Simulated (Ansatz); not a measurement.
The cluster Al3Si. Total charge 0; quartet. Geometry PBE0-D4/def2-TZVP; atoms count from 1.

```xyz
4

Al   -0.780   -0.972   -0.513
Al   -1.432    0.449    1.714
Al    1.602   -0.238   -1.602
Si    0.611    0.761    0.401
```

At PBE0-D4/def2-TZVP a doublet of charge 0 lies 0.18 eV below the quartet, each at its own geometry. The structure comes from a short search, and lower isomers may exist.

Estimate the Mulliken populations from the PBE0/def2-TZVP orbitals of Ansatz.


| atom | charge (e) | spin (α − β) |
| --- | --- | --- |
| Al1 | 0.03 | 0.90 |
| Al2 | 0.09 | 0.65 |
| Al3 | 0.09 | 0.65 |
| Si4 | -0.21 | 0.81 |
Mulliken values and Mayer orders depend strongly on the basis.

Where does the spin sit?

Summed by element: Al 2.19, Si 0.81, of 3 unpaired in all. Largest on single atoms: Al1 0.90, Si4 0.81, Al2 0.65.

And the Mayer bond orders between bonded heavy atoms (over 0.3)?

Al1–Al2 0.59 (2.72 Å); Al1–Al3 0.59 (2.72 Å); Al1–Si4 1.18 (2.40 Å); Al2–Si4 0.97 (2.45 Å); Al3–Si4 0.97 (2.45 Å). Values over 0.3 also appear between atoms too far apart for a bond (Al2–Al3 0.36 at 4.55 Å); they arise where an orbital or an unpaired electron spreads over both atoms.
